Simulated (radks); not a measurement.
Problem. The mean radii <r> (bohr) of the occupied orbitals of an atom or ion are listed with their occupations. Calculated with a radial shooting solver on a logarithmic mesh with Libxc functionals: Dirac Kohn-Sham, LB94 model potential, spin-unpolarised, spherical densities, finite nucleus; Fermi nuclear charge, rms radius of each element as measured or else 0.836 A^(1/3) + 0.57 fm.

orbital  occ.      <r>
1s1/2       2  0.02271
2s1/2       2  0.09573
2p1/2       2  0.08003
2p3/2       4  0.08652
3s1/2       2   0.2415
3p1/2       2   0.2294
3p3/2       4   0.2402
3d3/2       4   0.2089

Name the element and its charge. Open shells, if any, fill j = l - 1/2 first.

Solution. Z = 62, samarium, charge +40: Sm40+ in [Ar] 3d4. The 1s radius gives Z: for a bare nucleus <r> = (2 gamma + 1)/(2Z) with gamma = sqrt(1 - (Z/c)^2), 0.02245 bohr for Z = 62, and screening makes it slightly larger (0.02271 here). The occupations add up to 22, and the charge is Z minus that.
